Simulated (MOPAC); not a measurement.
A run for MOPAC: PM3 on CS (SMILES [C]=S), 2S+1 = 3, a spin state set in the input, which need not be the lowest.

```
PM3 1SCF PRECISE CHARGE=0 UHF MS=1 THREADS=1
CS

C     -0.00000000 1    -0.00000000 1    -1.14028575 1
S      0.00000000 1     0.00000000 1     0.42760715 1
```

The log:

```
*******************************************************************************
 **                                                                           **
 **                              MOPAC v23.2.5                                **
 **                                                                           **
 *******************************************************************************
 ** MOPAC's Digital Object Identifier: https://doi.org/10.5281/zenodo.6511958 **
 **                                                                           **
 ** Please cite the open-source release paper for use of this MOPAC version:  **
 ** J. E. Moussa and J. J. P. Stewart (2026)                                  **
 ** MOPAC: An open-source semiempirical molecular orbital program             **
 ** J. Open Source Softw., 11(119), 8025, https://doi.org/10.21105/joss.08025 **
 *******************************************************************************

                              PM3 CALCULATION RESULTS

 *******************************************************************************
 *  PM3        - The PM3 Hamiltonian to be used
 *  UHF        - UNRESTRICTED HARTREE-FOCK CALCULATION
 *
 *
 *
 *                 CHARGE ON SYSTEM = 0
 *
 *
 *
 *  MS=        - IN MECI, MAGNETIC COMPONENT OF SPIN =  1.0
 *  PRECISE    - TIGHTER CRITERIA TO BE USED
 *  1SCF       - DO 1 SCF AND THEN STOP
 *  THREADS=1  - MULTI-THREADING NOT USED
 *  T=         - A TIME OF 172800.0 SECONDS REQUESTED
 *  DUMP=N     - RESTART FILE WRITTEN EVERY 7200.0 SECONDS REQUESTED
 *******************************************************************************
PM3 1SCF PRECISE CHARGE=0 UHF MS=1 THREADS=1
 CS

   ATOM   CHEMICAL          X               Y               Z
  NUMBER   SYMBOL      (ANGSTROMS)     (ANGSTROMS)     (ANGSTROMS)

     1       C         -0.00000000  *  -0.00000000  *  -1.14028575  *
     2       S          0.00000000  *   0.00000000  *   0.42760715  *



          CARTESIAN COORDINATES

    NO.       ATOM           X           Y           Z

     1         C         -0.0000     -0.0000     -1.1403
     2         S          0.0000      0.0000      0.4276

  C: (PM3): J. J. P. STEWART, J. COMP. CHEM. 10, 209 (1989).
  S: (PM3): J. J. P. STEWART, J. COMP. CHEM. 10, 209 (1989).

           Empirical Formula: C S  =     2 atoms



      MOLECULAR POINT GROUP   :   C*v


          UHF CALCULATION, NO. OF ALPHA ELECTRONS =    6
                           NO. OF BETA  ELECTRONS =    4

 -------------------------------------------------------------------------------
 PM3 1SCF PRECISE CHARGE=0 UHF MS=1 THREADS=1
 CS



     1SCF WAS SPECIFIED, SO BFGS WAS NOT USED
     SCF FIELD WAS ACHIEVED


                              PM3 CALCULATION
                                                       MOPAC v23.2.5 Linux




          FINAL HEAT OF FORMATION =        133.50574 KCAL/MOL =     558.58800 KJ/MOL


          COSMO AREA              =         74.85 SQUARE ANGSTROMS
          COSMO VOLUME            =         58.49 CUBIC ANGSTROMS

          IONIZATION POTENTIAL    =          8.761821 EV
          ALPHA SOMO LUMO (EV)    =         -8.762 -2.038
          BETA  SOMO LUMO (EV)    =        -11.118 -2.239
          NO. OF ALPHA ELECTRONS  =          6
          NO. OF BETA  ELECTRONS  =          4
          MOLECULAR WEIGHT        =         44.0710         POINT GROUP:  C*v

          MOLECULAR DIMENSIONS (Angstroms)

            Atom       Atom       Distance
            S     2    C     1     1.56789
            S     2    C     1     0.00000
            C     1    S     2     0.00000


          SCF CALCULATIONS        =          1





   ATOM   CHEMICAL          X               Y               Z
  NUMBER   SYMBOL      (ANGSTROMS)     (ANGSTROMS)     (ANGSTROMS)

     1       C         -0.00000000  *  -0.00000000  *  -1.14028575  *
     2       S          0.00000000  *   0.00000000  *   0.42760715  *

                             CARTESIAN COORDINATES

   1    C       -0.000000000    -0.000000000    -1.140285750
   2    S        0.000000000     0.000000000     0.427607150


           Empirical Formula: C S  =     2 atoms



      MOLECULAR POINT GROUP   :   C*v


          ALPHA EIGENVALUES
 -30.03899 -18.22242 -13.33112 -13.28906 -12.75765  -8.76182  -2.03779  -0.01481


           BETA EIGENVALUES
 -28.97757 -16.12786 -12.40022 -11.11776  -2.23908   0.32301   0.98883   1.49200


              NET ATOMIC CHARGES AND DIPOLE CONTRIBUTIONS

  ATOM NO.   TYPE          CHARGE      No. of ELECS.   s-Pop       p-Pop
    1          C          -0.171373        4.1714     1.43730     2.73407
    2          S           0.171373        5.8286     1.92723     3.90140
 DIPOLE           X         Y         Z       TOTAL
 POINT-CHG.     0.000     0.000     1.291     1.291
 HYBRID        -0.000     0.000    -1.650     1.650
 SUM           -0.000     0.000    -0.359     0.359


          ATOMIC ORBITAL ELECTRON POPULATIONS

     Atom    s        px        py        pz
    1  C   1.43730   1.15766   0.80060   0.77581
    2  S   1.92723   1.84234   1.19940   0.85967


                    (SZ)    =    1.000000
                    (S**2)  =    2.327372


          ATOMIC ORBITAL SPIN POPULATIONS

    Atom   Total    s     px     py     pz
         Atomic
    1  C  2.3426  0.352  0.842  0.551  0.597
    2  S -0.3426 -0.005  0.158 -0.551  0.056

 **********************
 *                    *
 * JOB ENDED NORMALLY *
 *                    *
 **********************




 == MOPAC DONE ==
```

The run finished. Its determinant has ⟨S²⟩ = 2.33, a mixture of spin states.

Cost: around 0.020 core-seconds (rough).
